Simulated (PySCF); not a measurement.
A structure optimised at PBE0-D3(BJ)/def2-SVP, used in a PySCF frequency run:

```xyz
8

Sn     0.0000     0.0000     0.2606
O     -1.6968     0.6855    -0.4856
O      0.2547    -1.8123    -0.4856
O      1.4421     1.1268    -0.4856
H      0.0000     0.0000     1.9583
H     -1.5265     1.4011    -1.1107
H     -0.4501    -2.0225    -1.1107
H      1.9766     0.6215    -1.1107
```
Charge 0, spin multiplicity 1.

Write its SMILES, formula and point group.

[OH][SnH]([OH])[OH], H4O3Sn, C3

What are its rotational constants (standard atomic weights)?

4.4483, 4.4483, 2.9089 GHz
